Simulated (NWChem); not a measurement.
System: C₂H₄F₂OSi; SMILES FC(F)=CO[SiH3]

Output (shortened):

```
             Northwest Computational Chemistry Package (NWChem) 7.3.0
             --------------------------------------------------------

                             Geometry "geometry" -> ""
                             -------------------------

 Output coordinates in angstroms (scale by  1.889725989 to convert to a.u.)

  No.       Tag          Charge          X              Y              Z
 ---- ---------------- ---------- -------------- -------------- --------------
    1 F                    9.0000     1.09672000    -1.66561000     0.54042400
    2 C                    6.0000    -0.10436800    -1.39719000     0.09550900
    3 F                    9.0000    -0.88608900    -2.45151700     0.13748400
    4 C                    6.0000    -0.50418600    -0.21132900    -0.36165100
    5 O                    8.0000     0.34585300     0.83871200    -0.44749200
    6 Si                  14.0000    -0.00260300     2.38943500     0.09628300
    7 H                    1.0000    -1.53438300    -0.10481300    -0.71756300
    8 H                    1.0000    -1.26558800     2.87014700    -0.54275400
    9 H                    1.0000     1.15160800     3.22686000    -0.31704100
   10 H                    1.0000    -0.17035700     2.40364100     1.57968200

 Effective nuclear repulsion energy (a.u.)     292.5058687985

  pbe96 is a nonlocal functional; adding pw91lda local functional.

                                 NWChem DFT Module
                                 -----------------

 Summary of "ao basis" -> "ao basis" (spherical)
 ------------------------------------------------------------------------------
       Tag                 Description            Shells   Functions and Types
 ---------------- ------------------------------  ------  ---------------------
 F                           6-31g*                  6       14   3s2p1d
 C                           6-31g*                  6       14   3s2p1d
 O                           6-31g*                  6       14   3s2p1d
 Si                          6-31g*                  8       18   4s3p1d
 H                           6-31g*                  2        2   2s

 in cosmo_initialize ...
 calling solv_data for solv:cychexon

 solvent parameters
 solvname_short: cychexon
 solvname_long:  cyclohexanone
 dielec:       15.6190
 dielecinf:     2.1045
 nonaqueous SMD model solvent descriptors
 dielec:       15.6190
 sola:          0.0000
 solb:          0.5600
 solc:          0.0000
 solg:         49.7600
 solh:          0.0000
 soln:          1.4507

          ---------------
          -cosmo- solvent
          ---------------
 Cosmo: York-Karplus, doi: 10.1021/jp992097l
 dielectric constant -eps-     =  15.62
 screen = (eps-1)/(eps    )    =   0.93598
 surface charge correction     = lagrangian

   van der Waals surface
 --------------------------

 ---------- ATOMIC COORDINATES (A.U.) ------------ VDWR(ANG.) --
     1    2.07250029   -3.14754650    1.02125328     1.730
     2   -0.19722692   -2.64030625    0.18048584     1.850
     3   -1.67446541   -4.63269539    0.25980709     1.730
     4   -0.95277339   -0.39935390   -0.68342129     1.850
     5    0.65356740    1.58493586   -0.84563726     2.294
     6   -0.00491896    4.51537742    0.18194849     2.470
     7   -2.89956343   -0.19806785   -1.35599745     1.200
     8   -2.39161453    5.42379138   -1.02565634     1.200
     9    2.17622357    6.09788120   -0.59912062     1.200
    10   -0.32192805    4.54222286    2.98516613     1.200
 number of segments per atom =        128
 number of   points per atom =        128
 atom (   nspa,  nppa )
 ----------------------
    1 (     77,     0 )       0
    2 (     28,     0 )       0
    3 (     84,     0 )       0
    4 (     27,     0 )       0
    5 (     55,     0 )       0
    6 (     90,     0 )       0
    7 (     51,     0 )       0
    8 (     34,     0 )       0
    9 (     32,     0 )       0
   10 (     34,     0 )       0
 number of -cosmo- surface points =      512
 molecular surface =    142.580 angstrom**2
 molecular volume  =    128.294 angstrom**3
 -lineq- algorithm             =   0
 -bem- low  level              =   3
 -bem- from -octahedral-
 gaussian surface charge width =   4.50000
 degree of switching           =   1.00000
 switching function tolerance  =   0.00010
 atomic radii =
 --------------
    1  9.000  1.730
    2  6.000  1.850
    3  9.000  1.730
    4  6.000  1.850
    5  8.000  2.294
    6 14.000  2.470
    7  1.000  1.200
    8  1.000  1.200
    9  1.000  1.200
   10  1.000  1.200
 ...... end of -cosmo- initialization ......

 nat:                    10
 ixmem:                  5529
 calling mnsol_interface()
 G(SMD-CDS) energy (kcal/mol)  =     1.627
 SMD-CDS SASA (angstrom**2)    =   158.317

            General Information
            -------------------
          SCF calculation type: DFT
          Wavefunction type:  closed shell.
          No. of atoms     :    10
          No. of electrons :    56
           Alpha electrons :    28
            Beta electrons :    28
          Charge           :     0
          Spin multiplicity:     1
          Use of symmetry is: off; symmetry adaption is: off
          Maximum number of iterations: 150
          AO basis - number of functions:    96
                     number of shells:    46
          Convergence on energy requested:  1.00D-06
          Convergence on density requested:  1.00D-05
          Convergence on gradient requested:  5.00D-04

              XC Information
              --------------
          PerdewBurkeErnzerhof Exchange Functional  1.000
            Perdew 1991 LDA Correlation Functional  1.000 local
           PerdewBurkeErnz. Correlation Functional  1.000 non-local

             Grid Information
             ----------------
          Grid used for XC integration:  medium
          Radial quadrature: Mura-Knowles
          Angular quadrature: Lebedev.
          Tag              B.-S. Rad. Rad. Pts. Rad. Cut. Ang. Pts.
          ---              ---------- --------- --------- ---------
          F                   0.50       49          13.0       434
          C                   0.70       49          11.0       434
          O                   0.60       49           8.0       434
          Si                  1.10       88          10.0       590
          H                   0.35       45          11.0       434
          Grid pruning is: on
          Number of quadrature shells:   513
          Spatial weights used:  Erf1

      Superposition of Atomic Density Guess
      -------------------------------------

 Sum of atomic energies:        -639.62976225

      Non-variational initial energy
      ------------------------------

 Total energy =    -641.920552
 1-e energy   =   -1467.611588
 2-e energy   =     533.185167
 HOMO         =      -0.202567
 LUMO         =       0.044119

   convergence    iter        energy       DeltaE   RMS-Dens  Diis-err
 ---------------- ----- ----------------- --------- --------- ---------
     COSMO gas phase
 d= 0,ls=0.0,diis     1   -642.2926938639 -9.35D+02  2.13D-02  1.38D+00
 d= 0,ls=0.0,diis     2   -641.9334739240  3.59D-01  1.54D-02  5.11D+00
 d= 0,ls=0.0,diis     3   -642.4215415850 -4.88D-01  5.75D-03  1.89D-01
 d= 0,ls=0.0,diis     4   -642.4280125840 -6.47D-03  2.89D-03  1.47D-01
 d= 0,ls=0.0,diis     5   -642.4441345551 -1.61D-02  6.35D-04  5.46D-03
  Resetting Diis
 d= 0,ls=0.0,diis     6   -642.4445914495 -4.57D-04  2.30D-04  7.85D-04
 d= 0,ls=0.0,diis     7   -642.4446891325 -9.77D-05  1.08D-04  3.45D-05
 d= 0,ls=0.0,diis     8   -642.4446798997  9.23D-06  7.86D-05  1.11D-04
 d= 0,ls=0.0,diis     9   -642.4446927415 -1.28D-05  2.08D-05  5.35D-06
 d= 0,ls=0.0,diis    10   -642.4446933882 -6.47D-07  5.25D-06  4.89D-07

   convergence    iter        energy       DeltaE   RMS-Dens  Diis-err
 ---------------- ----- ----------------- --------- --------- ---------
     COSMO solvation phase
 d= 0,ls=0.0,diis     1   -642.4444776578  2.16D-04  1.05D-03  9.85D-04
 d= 0,ls=0.0,diis     2   -642.4446836218 -2.06D-04  3.20D-04  9.40D-04
 d= 0,ls=0.0,diis     3   -642.4447690650 -8.54D-05  9.88D-05  2.56D-04
 d= 0,ls=0.0,diis     4   -642.4447912330 -2.22D-05  3.59D-05  1.54D-05
 d= 0,ls=0.0,diis     5   -642.4447926500 -1.42D-06  1.74D-05  3.81D-06
 d= 0,ls=0.0,diis     6   -642.4447930623 -4.12D-07  6.39D-06  6.43D-07

         Total DFT energy =     -642.444793062335
      One electron energy =    -1470.045467195136
           Coulomb energy =      597.372936997306
    Exchange-Corr. energy =      -62.296085220456
 Nuclear repulsion energy =      292.505868798485

             COSMO energy =        0.017953557466

 Numeric. integr. density =       55.999999951700

                                COSMO-SMD solvation results
                                ---------------------------

             internal energy in gas <Psi(g)|H|Psi(g)> =      -642.444693388161
         internal energy in solvent <Psi(s)|H|Psi(s)> =      -642.444310821185
                               delta internal energy  =         0.000382566976 (    0.24 kcal/mol)
   total free energy in solvent <Psi(s)|H+V/2|Psi(s)> =      -642.447386014499
 polarization energy contribution <Psi(s)|V/2|Psi(s)> =        -0.003075193314 (   -1.93 kcal/mol)
    total free energy in solvent including G(SMD-CDS) =      -642.444793062335
                       G(SMD-CDS) energy contribution =         0.002592952164 (    1.63 kcal/mol)
     1 M fixed-concentration free energy of solvation =        -0.000099674174 (   -0.06 kcal/mol)

                       DFT Final Molecular Orbital Analysis
                       ------------------------------------

 Vector   26  Occ=2.000000D+00  E=-3.005197D-01
              MO Center=  3.0D-01,  2.2D+00,  2.6D-01, r^2= 3.2D+00
   Bfn.  Coefficient  Atom+Function         Bfn.  Coefficient  Atom+Function
  ----- ------------  ---------------      ----- ------------  ---------------
    94     -0.271561   9 H  s                79      0.266659   6 Si pz
    96      0.244674  10 H  s                93     -0.228779   9 H  s
    77     -0.218862   6 Si px               95      0.217538  10 H  s
    59      0.175385   5 O  px               61     -0.170371   5 O  pz
    47     -0.128671   4 C  pz               65     -0.121591   5 O  pz

 Vector   27  Occ=2.000000D+00  E=-2.659306D-01
              MO Center= -1.5D-01,  1.2D+00, -2.9D-01, r^2= 2.7D+00
   Bfn.  Coefficient  Atom+Function         Bfn.  Coefficient  Atom+Function
  ----- ------------  ---------------      ----- ------------  ---------------
    59      0.394462   5 O  px               63      0.281104   5 O  px
    61      0.248576   5 O  pz               92      0.243937   8 H  s
    65      0.187733   5 O  pz               60     -0.183874   5 O  py
    91      0.175597   8 H  s                90      0.167258   7 H  s
    96     -0.161064  10 H  s                20     -0.152645   2 C  s

 Vector   28  Occ=2.000000D+00  E=-1.862912D-01
              MO Center= -1.4D-01, -5.6D-01, -1.1D-01, r^2= 2.4D+00
   Bfn.  Coefficient  Atom+Function         Bfn.  Coefficient  Atom+Function
  ----- ------------  ---------------      ----- ------------  ---------------
    19      0.339947   2 C  pz               47      0.336878   4 C  pz
    61     -0.306081   5 O  pz               51      0.257741   4 C  pz
    65     -0.258421   5 O  pz               33     -0.209573   3 F  pz
     5     -0.201932   1 F  pz               23      0.169275   2 C  pz
    37     -0.161432   3 F  pz                9     -0.158572   1 F  pz

 Vector   29  Occ=0.000000D+00  E=-1.621760D-02
              MO Center= -2.2D-02,  2.3D+00,  1.2D-01, r^2= 4.2D+00
   Bfn.  Coefficient  Atom+Function         Bfn.  Coefficient  Atom+Function
  ----- ------------  ---------------      ----- ------------  ---------------
    82      0.944473   6 Si py               62      0.593158   5 O  s
    78      0.368807   6 Si py               83      0.272537   6 Si pz
    94     -0.207520   9 H  s                64      0.173861   5 O  py
    58      0.157532   5 O  s                80     -0.154189   6 Si s
    21     -0.145036   2 C  px               96     -0.135892  10 H  s

 Vector   30  Occ=0.000000D+00  E= 1.051482D-02
              MO Center= -2.1D-01, -4.7D-01, -2.3D-02, r^2= 3.2D+00
   Bfn.  Coefficient  Atom+Function         Bfn.  Coefficient  Atom+Function
  ----- ------------  ---------------      ----- ------------  ---------------
    19      0.482035   2 C  pz               51     -0.483190   4 C  pz
    23      0.424652   2 C  pz               81      0.391301   6 Si px
    47     -0.380481   4 C  pz               92      0.315377   8 H  s
    94     -0.287266   9 H  s                76      0.192445   6 Si s
     5     -0.179415   1 F  pz               33     -0.170519   3 F  pz

 Vector   31  Occ=0.000000D+00  E= 5.697270D-02
              MO Center=  3.4D-02,  2.3D+00, -2.9D-01, r^2= 4.2D+00
   Bfn.  Coefficient  Atom+Function         Bfn.  Coefficient  Atom+Function
  ----- ------------  ---------------      ----- ------------  ---------------
    83      1.251748   6 Si pz               96     -1.038277  10 H  s
    92      0.581002   8 H  s                94      0.575483   9 H  s
    82     -0.419943   6 Si py               20      0.378854   2 C  s
    79      0.365040   6 Si pz               65     -0.208809   5 O  pz
    48     -0.196308   4 C  s                61     -0.179006   5 O  pz

     Multipole analysis of the density
     ---------------------------------

     L   x y z        total         alpha         beta         nuclear
     -   - - -        -----         -----         ----         -------
     0   0 0 0     -0.000000    -28.000000    -28.000000     56.000000

     1   1 0 0     -0.482393      0.556252      0.556252     -1.594897
     1   0 1 0      0.577862     -1.461299     -1.461299      3.500460
     1   0 0 1      0.023155     -2.137674     -2.137674      4.298503

     2   2 0 0    -30.056644    -61.006470    -61.006470     91.956297
     2   1 1 0     -0.218409    -12.059252    -12.059252     23.900096
     2   1 0 1      0.599979     -8.956435     -8.956435     18.512850
     2   0 2 0    -28.858371   -373.386271   -373.386271    717.914170
     2   0 1 1      0.648494     18.120684     18.120684    -35.592873
     2   0 0 2    -30.555226    -30.946171    -30.946171     31.337116
```

Level: PBE/6-31G* (spherical d), SMD on the gas-phase geometry. The geometry was optimised at PBE0/def2-SVP. Solvent: cyclohexanone.

Problem. Write an input that gives this output.

Solution. One answer among several that fit: the input that was run:
```
start job
memory heap 200 mb stack 900 mb global 1100 mb
geometry units angstroms noautosym nocenter noautoz
  F      1.096720    -1.665610     0.540424
  C     -0.104368    -1.397190     0.095509
  F     -0.886089    -2.451517     0.137484
  C     -0.504186    -0.211329    -0.361651
  O      0.345853     0.838712    -0.447492
  Si    -0.002603     2.389435     0.096283
  H     -1.534383    -0.104813    -0.717563
  H     -1.265588     2.870147    -0.542754
  H      1.151608     3.226860    -0.317041
  H     -0.170357     2.403641     1.579682
end
basis spherical
  * library 6-31g*
end
dft
  xc xpbe96 cpbe96
  iterations 150
end
cosmo
  do_cosmo_smd true
  solvent cychexon
end
task dft energy
```
